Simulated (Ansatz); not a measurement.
A set of 12 reactions (ligand exchange), with CCSD(T)/CBS values in kJ/mol:

```tsv
reaction	ΔE
`CN([SiH2]F)[SiH](O)O` + `B[SeH]` → `B[Se][SiH2]F` + `CN[SiH](O)O`	15.5
`C#CBO` + `[SiH3]N[SiH3]` → `OBN([SiH3])[SiH3]` + `C#C`	-63.1
`BOC[SiH](F)F` + `CN[SiH2]N` → `BN(C)[SiH2]N` + `OC[SiH](F)F`	6.8
`O[BH][AlH2]` + `[CH2]1[NH][AlH]1` → `[AlH2][N]1[CH2][AlH]1` + `BO`	-150.9
`[PH2][GaH2]` + `N=C=O` → `O=C=NP` + `[GaH3]`	67.9
`BBCCCl` + `BNCC` → `BN(B)CC` + `BCCCl`	-106.5
`BC([SiH3])C#C` + `C=C[SiH2]N` → `C=C[SiH2]N[SiH3]` + `BCC#C`	-41.8
`[AlH2][B]([SiH3])O[SiH3]` + `BN` → `B[NH][AlH2]` + `[SiH3]BO[SiH3]`	-115.8
`O[BH][AlH2]` + `OBF` → `OBOBF` + `[AlH3]`	-149.8
`[SiH3][SiH2][SiH2][SiH2][GeH2][SiH3]` + `C[O][In]([OH])[OH]` → `C[O][In]([OH])[O][SiH3]` + `[SiH3][SiH2][SiH2][SiH2][GeH3]`	-76.3
`B/C(N)=[CH]/[SnH3]` + H₂Se → `B[SeH]` + `N/C=[CH]/[SnH3]`	-70.5
`CN[BH][GeH3]` + HBr → `CNBBr` + GeH₄	-87.2
```

Calculated with Ansatz (gas phase, PBE0-D4/def2-TZVP geometries, no zero-point term in ΔE). CBS: MP2 limit from def2 TZ/QZ plus the TZ coupled-cluster correction, frozen cores. This one scheme is used for every species. Double bonds are as drawn, so ΔE can hold a change between cis and trans. DFT in def2-TZVPP. B3LYP here is the variant with VWN-RPA as its local correlation; programs differ in this. Elements past krypton have def2 core potentials. For Br, Ga, Ge, In, Se, Sn outer-core shells are correlated without core-valence functions, which leaves a few kJ/mol of doubt a bond. Scalar relativity is left out up to krypton. Each species was taken in one conformer, which may not be the lowest.

(1) Give the mean, mean absolute and largest difference (level minus CCSD(T)/CBS, kJ/mol) for: PBE-D4, r2SCAN-D4, B3LYP-D4, B2PLYP, PBE, r2SCAN, PBE0, HF/def2-TZVPP, MP2/def2-TZVPP, CCSD/def2-TZVPP, HF/def2-QZVPP, MP2/def2-QZVPP, SCS-MP2/def2-QZVPP, CCSD/CBS(def2). (Estimate.)

The largest T1 diagnostic in the set is 0.018, for `N=C=O` (customary mark 0.02).

CCSD(T)/CBS is a level of theory with its own doubt, and the functionals carry their triple-zeta basis error, so these figures describe this set and don't rank the functionals.

Results:

(1) The calculation gave: 
```
             level   mean  mean absolute  largest
            PBE-D4   10.2           11.8     25.6
         r2SCAN-D4    2.5            4.3     14.8
          B3LYP-D4    0.9            3.2     -8.5
            B2PLYP   -2.2            4.7     -8.6
               PBE    9.7           12.2     25.5
            r2SCAN    2.3            4.4     15.5
              PBE0    5.4            8.0     16.9
     HF/def2-TZVPP  -12.3           16.5    -35.7
    MP2/def2-TZVPP   -4.8            5.7    -14.1
   CCSD/def2-TZVPP   -1.8            2.9     -6.8
     HF/def2-QZVPP  -12.9           17.3    -38.6
    MP2/def2-QZVPP   -4.8            5.1    -13.4
SCS-MP2/def2-QZVPP   -5.8            6.6    -13.6
    CCSD/CBS(def2)   -1.3            2.2     -4.6
```
